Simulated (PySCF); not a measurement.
PySCF input for 1,1-difluoroethane cation (C₂H₄F₂), SMILES CC(F)F (connectivity only; charge and spin as stated), charge +1, multiplicity 2, PBE-D3(BJ)/def2-SVP. Coordinates come from a PBE-D3(BJ)/def2-SVP optimisation. The spin state was assumed, not searched.

```python
import numpy as np
from pyscf import gto, scf, dft, df
from pyscf.hessian import thermo

mol = gto.M(
    atom='''
    C    -1.46135225   -0.09195857    0.00000001
    C     0.12810616    0.26848945    0.00000000
    F     0.73597370   -0.10490518   -1.08955236
    F     0.73597371   -0.10490518    1.08955235
    H    -1.36697889   -1.20825723   -0.00000000
    H    -1.91129487    0.31181061   -0.92484885
    H    -1.91129486    0.31181060    0.92484888
    H    -0.05848155    1.41374399    0.00000001
    ''',
    basis='def2-SVP',
    charge=1,
    spin=1,
    max_memory=1600,
    verbose=3,
)
mf = dft.UKS(mol, xc='pbe').density_fit(auxbasis='def2-universal-jkfit')
mf.disp = 'd3bj'
mf.grids.level = 3
mf.conv_tol = 1e-11
mf.max_cycle = 100
mf.kernel()
fine, coarse = mf.grids, dft.Grids(mol).set(level=1).build(with_non0tab=True)
for _ in range(3):  # follow internal instabilities
    mf.grids = coarse
    mo, _, stable, _ = mf.stability(return_status=True, nroots=4)
    mf.grids = fine
    if stable:
        break
    mf.kernel(mf.make_rdm1(mo, mf.mo_occ))

# [left out here: the lines that compute and print the analytic Hessian (its translational invariance restored by hand, since the grid's response is missing), thermochemistry and intensities]
```

It prints:

```

WARN: HOMO -0.299653808345599 >= LUMO -0.299653808345601

converged SCF energy = -277.393603721959  <S^2> = 0.75144129  2S+1 = 2.0014408
<class 'pyscf.df.df_jk.DFUKS'> wavefunction is stable in the internal stability analysis

WARN: DFTD3 does not support analytical Hessian, using finite difference


WARN: Mole.unit (angstrom) is changed to Bohr

Mode                                 0                   1                   2
Irrep
Freq [cm^-1]                      190.5426            328.8284            338.2293
Reduced mass [au]                   1.0685              3.9406              6.5362
Force const [Dyne/A]                0.0229              0.2510              0.4406
Char temp [K]                     274.1484            473.1108            486.6367
Normal mode                   x     y     z       x     y     z       x     y     z
       0   C                -0.00 -0.00 -0.00    0.00  0.00  0.13    0.06  0.08 -0.00
       1   C                 0.00  0.00 -0.01   -0.00 -0.00 -0.08   -0.13 -0.20  0.00
       2   F                 0.01 -0.04  0.01    0.11  0.02 -0.03    0.03  0.04 -0.00
       3   F                -0.01  0.04  0.01   -0.11 -0.02 -0.03    0.03  0.04  0.00
       4   H                -0.00  0.00 -0.59   -0.00  0.00  0.24   -0.18  0.03 -0.00
       5   H                -0.20  0.42  0.28   -0.16 -0.06  0.18   -0.02  0.03  0.02
       6   H                 0.20 -0.42  0.28    0.16  0.06  0.18   -0.02  0.03 -0.02
       7   H                 0.00  0.00 -0.05   -0.00 -0.00 -0.13   -0.16 -0.13  0.00
Mode                                 3                   4                   5
Irrep
Freq [cm^-1]                      470.5375            624.0611            859.6602
Reduced mass [au]                   5.7745              7.3677              1.2447
Force const [Dyne/A]                0.7533              1.6906              0.5420
Char temp [K]                     676.9987            897.8850           1236.8597
Normal mode                   x     y     z       x     y     z       x     y     z
       0   C                 0.20  0.01 -0.00   -0.09 -0.02 -0.00    0.05 -0.10 -0.00
       1   C                -0.00 -0.01  0.00    0.11 -0.06  0.00   -0.01  0.02  0.00
       2   F                -0.08  0.00 -0.06    0.00  0.03 -0.13   -0.02  0.01  0.03
       3   F                -0.08  0.00  0.06    0.00  0.03  0.13   -0.02  0.01 -0.03
       4   H                 0.23  0.01 -0.00   -0.22 -0.03 -0.00   -0.61 -0.14  0.00
       5   H                 0.12 -0.06  0.01    0.01  0.09 -0.00    0.31  0.30  0.05
       6   H                 0.12 -0.06 -0.01    0.01  0.09  0.00    0.31  0.30 -0.05
       7   H                 0.13  0.04  0.00    0.01 -0.11  0.00    0.08  0.03 -0.00
Mode                                 6                   7                   8
Irrep
Freq [cm^-1]                      868.0013            937.2512           1083.3092
Reduced mass [au]                   1.1813              1.1555              1.0774
Force const [Dyne/A]                0.5244              0.5981              0.7450
Char temp [K]                    1248.8607           1348.4958           1558.6407
Normal mode                   x     y     z       x     y     z       x     y     z
       0   C                -0.00  0.00 -0.09    0.03  0.02 -0.00    0.00  0.00  0.03
       1   C                 0.00 -0.00  0.01    0.09  0.01 -0.00   -0.00  0.00  0.04
       2   F                -0.02  0.01  0.02   -0.02 -0.01  0.02   -0.01  0.03  0.01
       3   F                 0.02 -0.01  0.02   -0.02 -0.01 -0.02    0.01 -0.03  0.01
       4   H                 0.00  0.00  0.04    0.05  0.03  0.00   -0.00  0.00 -0.17
       5   H                -0.58 -0.27  0.07    0.10  0.07 -0.01    0.09 -0.05 -0.04
       6   H                 0.58  0.27  0.07    0.10  0.07  0.01   -0.09  0.05 -0.04
       7   H                -0.00 -0.00 -0.09   -0.89 -0.20  0.00   -0.00 -0.00 -0.93
Mode                                 9                  10                  11
Irrep
Freq [cm^-1]                     1183.5793           1231.3891           1243.5093
Reduced mass [au]                   2.8992              1.1978              1.4756
Force const [Dyne/A]                2.3929              1.0701              1.3444
Char temp [K]                    1702.9071           1771.6948           1789.1331
Normal mode                   x     y     z       x     y     z       x     y     z
       0   C                 0.06  0.00  0.00    0.00  0.00 -0.08    0.06  0.02  0.00
       1   C                -0.11  0.13  0.00    0.00  0.00 -0.06    0.12 -0.03 -0.00
       2   F                 0.04 -0.04 -0.07   -0.02  0.01  0.03   -0.03  0.01  0.04
       3   F                 0.04 -0.04  0.07    0.02 -0.01  0.03   -0.03  0.01 -0.04
       4   H                -0.32 -0.04 -0.00   -0.00 -0.00  0.67   -0.48 -0.03 -0.00
       5   H                -0.20 -0.05  0.10   -0.02  0.40  0.10   -0.38 -0.23  0.10
       6   H                -0.20 -0.05 -0.10    0.02 -0.40  0.10   -0.38 -0.23 -0.10
       7   H                -0.27  0.13  0.00   -0.00  0.00 -0.20    0.07 -0.01  0.00
Mode                                12                  13                  14
Irrep
Freq [cm^-1]                     1323.0796           1379.6802           2515.4592
Reduced mass [au]                   6.9678              1.0607              1.0759
Force const [Dyne/A]                7.1865              1.1896              4.0111
Char temp [K]                    1903.6170           1985.0526           3619.1858
Normal mode                   x     y     z       x     y     z       x     y     z
       0   C                 0.00 -0.00  0.04    0.02 -0.06 -0.00   -0.01 -0.01 -0.00
       1   C                -0.00  0.00 -0.23    0.01 -0.02  0.00    0.03 -0.07  0.00
       2   F                -0.04  0.02  0.07   -0.00  0.00  0.00   -0.00 -0.00 -0.00
       3   F                 0.04 -0.02  0.07   -0.00  0.00 -0.00   -0.00 -0.00  0.00
       4   H                 0.00 -0.00 -0.21    0.31 -0.03  0.00    0.02 -0.02 -0.00
       5   H                 0.06 -0.09 -0.04   -0.31  0.43  0.37    0.02  0.02 -0.00
       6   H                -0.06  0.09 -0.04   -0.31  0.43 -0.37    0.02  0.02  0.00
       7   H                -0.00  0.00  0.02    0.02 -0.03 -0.00   -0.18  0.94 -0.00
Mode                                15                  16                  17
Irrep
Freq [cm^-1]                     2895.5024           3097.0422           3165.5901
Reduced mass [au]                   1.0404              1.0891              1.1157
Force const [Dyne/A]                5.1392              6.1545              6.5873
Char temp [K]                    4165.9833           4455.9542           4554.5793
Normal mode                   x     y     z       x     y     z       x     y     z
       0   C                 0.01  0.05 -0.00    0.05 -0.07 -0.00   -0.00  0.00 -0.09
       1   C                 0.00  0.00 -0.00   -0.00 -0.00 -0.00   -0.00 -0.00 -0.00
       2   F                -0.00 -0.00  0.00   -0.00  0.00  0.00   -0.00  0.00  0.00
       3   F                -0.00 -0.00 -0.00   -0.00  0.00 -0.00    0.00 -0.00  0.00
       4   H                 0.08 -0.88 -0.00   -0.03  0.37  0.00    0.00 -0.00 -0.00
       5   H                -0.11  0.12 -0.25   -0.25  0.22 -0.52    0.27 -0.25  0.56
       6   H                -0.11  0.12  0.25   -0.25  0.22  0.52   -0.27  0.25  0.56
       7   H                 0.01 -0.01 -0.00   -0.00  0.01  0.00   -0.00  0.00  0.00
temperature 298.1500 [K]
pressure 101325.00 [Pa]
Rotational constants [GHz] 9.74141 8.41457 4.96233
Symmetry number 1
Zero-point energy (ZPE) 0.05407 [Eh]   141968.336 [J/mol]
                           tot       elec      trans        rot        vib
Entropy [J/mol/K]       295.252      5.763    161.007    101.185     27.297
Cv [J/mol/K]             66.979      0.000     12.472     12.472     42.035
Cp [J/mol/K]             75.293      0.000     20.786     12.472     42.035
Internal energy [J/mol]                      3718.434   3718.434 147198.025
Internal energy [Eh]   -277.33471  -277.39360
Enthalpy [J/mol]                             6197.391   3718.434 147198.025
Enthalpy [Eh]          -277.33376
Gibbs free energy [J/mol]                  -41806.994 -26449.757 139059.419
Gibbs free energy [Eh] -277.36729
mode   freq/cm-1   IR/(km/mol)
   1      190.54         0.806
   2      328.83         0.170
   3      338.23        12.069
   4      470.54        23.213
   5      624.06         6.271
   6      859.66        48.213
   7      868.00         7.556
   8      937.25        23.625
   9     1083.31        32.865
  10     1183.58        70.147
  11     1231.39         0.261
  12     1243.51        29.043
  13     1323.08       175.372
  14     1379.68        17.904
  15     2515.46       136.015
  16     2895.50       122.410
  17     3097.04        32.857
  18     3165.59        29.173
max |gradient| / (hartree/bohr): 0.0001491982058431628
APT charges: [ 0.0954  0.81   -0.271  -0.271   0.0977  0.1313  0.1313  0.2765]
```

The run converged.

Cost: roughly 70 core-seconds.
